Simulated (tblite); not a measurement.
Species: C5H8BFO3.
Numbering: `[CH3:1][O:2][CH2:3][C:4]1=[C:5]([F:6])[CH:7]=[O+:8][BH2-:9][O:10]1` (hydrogens: H11, H12, H13 on C1; H14, H15 on C3; H16 on C7; H17, H18 on B9)
Bond orders are those of one Lewis drawing.

Computed with GFN2-xTB (tblite), gas phase: L-BFGS steps from a force-field or distance-geometry start until the largest atomic force falls under 0.01 eV/Å.

Step 5: E = -897.0079 eV
```
atom  x, y, z in Å  |  force x, y, z in eV/Å
C1     -2.4664    0.9049   -0.3548   -0.118   0.115   0.001
O2     -2.1443   -0.3179   -0.9649    0.221  -0.107   0.145
C3     -1.2961   -1.0642   -0.1415    0.071  -0.138   0.140
C4      0.0945   -0.4567    0.0614    0.045   0.129   0.021
C5      1.1804   -1.2052   -0.3973    0.099   0.084   0.019
F6      0.9644   -2.4211   -0.9518    0.161  -0.181  -0.129
C7      2.4823   -0.7510   -0.2464   -0.199  -0.084  -0.018
O8      2.7874    0.3474    0.2821    0.001   0.275   0.088
B9      1.7243    1.3650    0.7333   -0.179  -0.311  -0.078
O10     0.2618    0.6730    0.6132    0.249  -0.024  -0.011
H11    -1.5807    1.5319   -0.3037    0.022   0.349   0.071
H12    -3.2270    1.3836   -0.9587   -0.130   0.032  -0.090
H13    -2.8350    0.7223    0.6599   -0.137   0.145   0.031
H14    -1.7659   -1.2204    0.8486    0.101   0.071  -0.028
H15    -1.1709   -2.0318   -0.6274   -0.072  -0.048  -0.029
H16     3.2928   -1.3804   -0.6030    0.169  -0.070   0.016
H17     1.9335    1.6517    1.8659   -0.184  -0.197  -0.090
H18     1.7560    2.2751   -0.0253   -0.120  -0.041  -0.059
```

Step 6: E = -897.0291 eV
```
atom  x, y, z in Å  |  force x, y, z in eV/Å
C1     -2.4702    0.9118   -0.3535   -0.052   0.126   0.028
O2     -2.1311   -0.3108   -0.9603    0.081  -0.050   0.122
C3     -1.2909   -1.0637   -0.1368    0.043  -0.150   0.132
C4      0.0963   -0.4623    0.0639    0.176   0.085  -0.033
C5      1.1859   -1.2050   -0.4020    0.088  -0.005   0.012
F6      0.9766   -2.4268   -0.9560    0.136  -0.041  -0.071
C7      2.4881   -0.7525   -0.2439   -0.102  -0.072  -0.060
O8      2.7844    0.3495    0.2886    0.017   0.093  -0.068
B9      1.7141    1.3633    0.7261   -0.128  -0.202  -0.058
O10     0.2570    0.6659    0.6179    0.304   0.039  -0.056
H11    -1.5852    1.5454   -0.3027   -0.072   0.308   0.083
H12    -3.2338    1.3833   -0.9641   -0.049  -0.019  -0.048
H13    -2.8451    0.7339    0.6632   -0.081   0.124  -0.073
H14    -1.7564   -1.2202    0.8523    0.036   0.072   0.029
H15    -1.1728   -2.0303   -0.6234   -0.061  -0.093  -0.061
H16     3.3025   -1.3886   -0.6058   -0.006   0.119   0.139
H17     1.9224    1.6303    1.8653   -0.190  -0.093  -0.137
H18     1.7495    2.2832   -0.0389   -0.140  -0.241   0.120
```

Problem. Estimate the geometry and energy of step 7. (The exact step hangs on the optimiser's Hessian estimate; all steps are aligned on step 6, rigid shifts and turns removed.)

Solution. E = -897.0466 eV, largest force 0.430 eV/Å
```
atom  x, y, z in Å  |  force x, y, z in eV/Å
C1     -2.4732    0.9193   -0.3525    0.019   0.102   0.045
O2     -2.1192   -0.3058   -0.9537   -0.036   0.047   0.090
C3     -1.2853   -1.0658   -0.1309    0.036  -0.071   0.085
C4      0.1007   -0.4651    0.0652    0.195  -0.038  -0.075
C5      1.1905   -1.2059   -0.4058    0.127  -0.070  -0.010
F6      0.9890   -2.4318   -0.9607    0.098   0.062  -0.024
C7      2.4923   -0.7537   -0.2426   -0.025  -0.003  -0.061
O8      2.7820    0.3522    0.2918    0.038  -0.106  -0.198
B9      1.7035    1.3573    0.7194   -0.067  -0.073  -0.026
O10     0.2595    0.6612    0.6203    0.254   0.064  -0.087
H11    -1.5906    1.5622   -0.3002   -0.163   0.233   0.078
H12    -3.2405    1.3828   -0.9695    0.032  -0.070  -0.014
H13    -2.8549    0.7455    0.6646   -0.036   0.108  -0.138
H14    -1.7483   -1.2188    0.8562   -0.010   0.050   0.105
H15    -1.1755   -2.0313   -0.6215   -0.040  -0.096  -0.054
H16     3.3100   -1.3927   -0.6051   -0.093   0.216   0.202
H17     1.9098    1.6116    1.8621   -0.178  -0.012  -0.131
H18     1.7414    2.2849   -0.0473   -0.150  -0.343   0.212
```

The energy changes by -0.0175 eV. The first-order estimate −F·Δx gives -0.0230 eV and the mean of the old and new forces, exact on a quadratic surface, -0.0175 eV. The step makes an angle of 55° with the force vector and moves no atom by more than 0.023 Å.

What follows is the cost of the whole relaxation. Hardware: one thread of an Arm Neoverse V2, shared host with 96 logical CPUs at a one-minute load of 19. Cost: 0.3 s.
